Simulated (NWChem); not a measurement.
All runs are NWChem calculations. System: C₂H₃F₂, charge 0, spin multiplicity 2, at a geometry optimised with UB3LYP/def2-SVP. The structure started from a generated list of species. Its SCF solution wasn't tested for a lower state. Level: UMP2/def2-TZVP, 4 core orbitals frozen.

Input file:

```
start mol
memory heap 200 mb stack 900 mb global 1100 mb
geometry units angstroms nocenter noautoz noautosym
  C      1.365599    -0.243282     0.202859
  C     -0.102734    -0.065004     0.309382
  F     -0.754027    -0.906679    -0.545277
  F     -0.455588     1.214419     0.001137
  H      2.025900     0.607141     0.380840
  H      1.775895    -1.250950     0.114801
  H     -0.492450    -0.276133     1.328167
end
basis spherical
  * library def2-tzvp
end
scf
  uhf
  nopen 1
  maxiter 100
  thresh 1e-7
  semidirect memsize 60000000 filesize 0
  # guess.movecs holds the orbitals of an unrestricted PBE0 run
  vectors input guess.movecs output mol.movecs
end
mp2
  freeze core 4
end
task mp2 energy
```

Output (cleaned and shortened):

```
             Northwest Computational Chemistry Package (NWChem) 7.3.0
             --------------------------------------------------------

                                NWChem Input Module
                                -------------------

 Scaling coordinates for geometry "geometry" by  1.889725989
 (inverse scale =  0.529177249)

                             Geometry "geometry" -> ""
                             -------------------------

 Output coordinates in angstroms (scale by  1.889725989 to convert to a.u.)

  No.       Tag          Charge          X              Y              Z
 ---- ---------------- ---------- -------------- -------------- --------------
    1 C                    6.0000     1.36559900    -0.24328200     0.20285900
    2 C                    6.0000    -0.10273400    -0.06500400     0.30938200
    3 F                    9.0000    -0.75402700    -0.90667900    -0.54527700
    4 F                    9.0000    -0.45558800     1.21441900     0.00113700
    5 H                    1.0000     2.02590000     0.60714100     0.38084000
    6 H                    1.0000     1.77589500    -1.25095000     0.11480100
    7 H                    1.0000    -0.49245000    -0.27613300     1.32816700

 Effective nuclear repulsion energy (a.u.)     123.4831587775

            Nuclear Dipole moment (a.u.)
            ----------------------------
        X                 Y               Z
 ---------------- ---------------- ----------------
     0.0000000000     0.0000037795    -0.0000113384


 Summary of "ao basis" -> "" (spherical)
 ------------------------------------------------------------------------------
       Tag                 Description            Shells   Functions and Types
 ---------------- ------------------------------  ------  ---------------------
 *                         def2-tzvp                  on all atoms

 Summary of "ao basis" -> "ao basis" (spherical)
 ------------------------------------------------------------------------------
       Tag                 Description            Shells   Functions and Types
 ---------------- ------------------------------  ------  ---------------------
 C                         def2-tzvp                11       31   5s3p2d1f
 F                         def2-tzvp                11       31   5s3p2d1f
 H                         def2-tzvp                 4        6   3s1p

                                 NWChem SCF Module
                                 -----------------

  ao basis        = "ao basis"
  functions       =   142
  atoms           =     7
  alpha electrons =    17
  beta  electrons =    16
  charge          =   0.00
  wavefunction    = UHF
  use symmetry    = F
  symmetry adapt  = F

 Summary of "ao basis" -> "ao basis" (spherical)
 ------------------------------------------------------------------------------
       Tag                 Description            Shells   Functions and Types
 ---------------- ------------------------------  ------  ---------------------
 C                         def2-tzvp                11       31   5s3p2d1f
 F                         def2-tzvp                11       31   5s3p2d1f
 H                         def2-tzvp                 4        6   3s1p

 Forming initial guess at       0.1s

 Starting SCF solution at       0.1s

 ----------------------------------------------
         Quadratically convergent UHF

 Convergence threshold     :          1.000E-07
 Maximum no. of iterations :          100
 Integral*density screening:          1.000E-09
[...]
    1 C    6     2.53   0.43  0.56  0.23  0.31  0.04  0.42  0.41  0.10  0.01  0.01  0.00
    2 C    6     2.83   0.43  0.56  0.25  0.30  0.01  0.57  0.54  0.03  0.03  0.08  0.01
    3 F    9     4.63   0.39  0.60  0.30  0.51  0.17  1.12  1.13  0.42  0.00  0.01  0.00
    4 F    9     4.64   0.39  0.60  0.30  0.51  0.17  1.12  1.13  0.42  0.00  0.01  0.00
    5 H    1     0.47   0.14  0.27  0.05  0.01
    6 H    1     0.47   0.14  0.27  0.05  0.01
    7 H    1     0.44   0.13  0.24  0.06  0.01

   Mulliken analysis of the spin density
   -------------------------------------

    Atom       Charge   Shell Charges
 -----------   ------   -------------------------------------------------------
    1 C    6     1.22   0.00 -0.00  0.04  0.05  0.04  0.38  0.51  0.20 -0.00  0.00 -0.00
    2 C    6    -0.11  -0.00  0.00 -0.01 -0.02 -0.01 -0.03 -0.04 -0.01  0.00  0.02  0.00
    3 F    9     0.01   0.00 -0.00  0.00  0.00 -0.00  0.01  0.01 -0.00  0.00 -0.00  0.00
    4 F    9     0.01   0.00 -0.00  0.00  0.00 -0.00  0.00  0.00 -0.00  0.00 -0.00  0.00
    5 H    1    -0.08  -0.02 -0.05 -0.02  0.01
    6 H    1    -0.08  -0.02 -0.05 -0.02  0.01
    7 H    1     0.04   0.01  0.02  0.01 -0.00

       Multipole analysis of the density wrt the origin
       ------------------------------------------------

     L   x y z        total         alpha         beta         nuclear
     -   - - -        -----         -----         ----         -------
     0   0 0 0     -0.000000    -17.000000    -16.000000     33.000000

     1   1 0 0      0.678213     -0.872405      1.550619      0.000000
     1   0 1 0     -0.253782      0.092418     -0.346204      0.000004
     1   0 0 1      0.659114      0.178159      0.480966     -0.000011

     2   2 0 0    -15.865132    -57.415321    -50.362310     91.912498
     2   1 1 0     -0.169702      3.364552      2.305796     -5.840050
     2   1 0 1     -0.491956    -10.297310     -9.794514     19.599867
     2   0 2 0    -17.909250    -50.474533    -49.791096     82.356379
     2   0 1 1     -0.472731     -6.763293     -7.158182     13.448744
     2   0 0 2    -16.551781    -19.237319    -16.667540     19.353078

                   NWChem MP2 Semi-direct Energy/Gradient Module
                   ---------------------------------------------

  Basis functions       =    142
  Molecular orbitals    =    142
  Frozen core           =      4
  Frozen virtuals       =      0
  Active alpha occupied =     13
  Active beta occupied  =     12
  Active alpha virtual  =    125
  Active beta virtual   =    126
  Use MO symmetry       = F
  Use skeleton AO sym   = F

  AO/Fock/Back tols     =   1.0D-09  1.0D-09  1.0D-09

 GA uses MA = F    GA memory limited = T

 Available:
  local mem=  1.26D+08
 global mem=  1.44D+08
 local disk=  0.00D+00
  mp2_memr nvloc                   125
  nvloc new                   125
   1 passes of  13:        5242880                     122352                  55240327.
   1 passes of  13: M    126151511           G      144138872           F     120908631.

 Semi-direct pass number   1 of   1  for UHF alpha       at       31.6s
  vrange nnbf                  9992
  mp2_eaftype                   210  avail_ma_in_mb                  1099
 EAF : mp2_eaftype filesize         210   27620164.
  mp2_eaf for mointskh                    210
Node 0 wrote    129.9 Mb in      0.2 s     Agg I/O rate:   692.3 Mb/s
 Done moints_semi at       42.1s
  mp2_eaftype                   210  avail_ma_in_mb                   889
 EAF : mp2_eaftype filesize         210   27620164.
  mp2_eaf for kh                   210
 Done maket at       43.0s
 Done multipass loop at       43.0s

 GA uses MA = F    GA memory limited = T

 Available:
  local mem=  1.26D+08
 global mem=  1.44D+08
 local disk=  0.00D+00
  mp2_memr nvloc                   126
  nvloc new                   126
   1 passes of  12:        5242880                     116704                  51401401.
   1 passes of  12: M    126151511           G      144138872           F     120908631.

 Semi-direct pass number   1 of   1  for UHF beta        at       43.0s
  vrange nnbf                  9992
  mp2_eaftype                   196  avail_ma_in_mb                  1099
 EAF : mp2_eaftype filesize         196   25700700.
  mp2_eaf for mointskh                    196
Node 0 wrote    120.9 Mb in      0.1 s     Agg I/O rate:   975.6 Mb/s
 Done moints_semi at       53.1s
  mp2_eaftype                   196  avail_ma_in_mb                   903
 EAF : mp2_eaftype filesize         196   25700700.
  mp2_eaf for kh                   196
 Done maket at       53.9s
 Done multipass loop at       53.9s

          -------------------------------------------
          SCF energy                -276.429933778687
          Correlation energy          -0.793933402129
          Singlet pairs                0.000000000000
          Triplet pairs                0.000000000000
          Total MP2 energy          -277.223867180816
          -------------------------------------------

          ---------------------------------------------------
                    Spin Component Scaled (SCS) MP2
          Same spin pairs                     -0.200561895851
          Same spin scaling factor             0.333333333333
          Opposite spin pairs                 -0.593371506278
          Opposite spin scaling fact.          1.200000000000
          SCS-MP2 correlation energy          -0.778899772817
          Total SCS-MP2 energy              -277.208833551504
          ---------------------------------------------------

 -----------------------
 Performance information
 -----------------------

 Timer overhead =  1.37D-07 seconds/call

               Nr. of calls         CPU time (s)                 Wall time (s)                GFlops
             ---------------    -------------------     ------------------------------   -------------------
Name         Min   Avg   Max    Min     Avg     Max     Min     Avg     Max   Mx/calls   Min     Max     Sum
mp2: moin     2     2     2    21.     21.     21.      21.     21.     21.     10.      0.0     0.0     0.0
mp2: make     2     2     2    1.7     1.7     1.7      1.7     1.7     1.7    0.84      0.0     0.0     0.0
mp2: tota     1     1     1    22.     22.     22.      22.     22.     22.     22.      0.0     0.0     0.0

 The average no. of pstat calls per process was 5.00D+00
 with a timing overhead of 6.83D-07s

 Task  times  cpu:       53.9s     wall:       53.9s

 Total times  cpu:       53.9s     wall:       53.9s
```
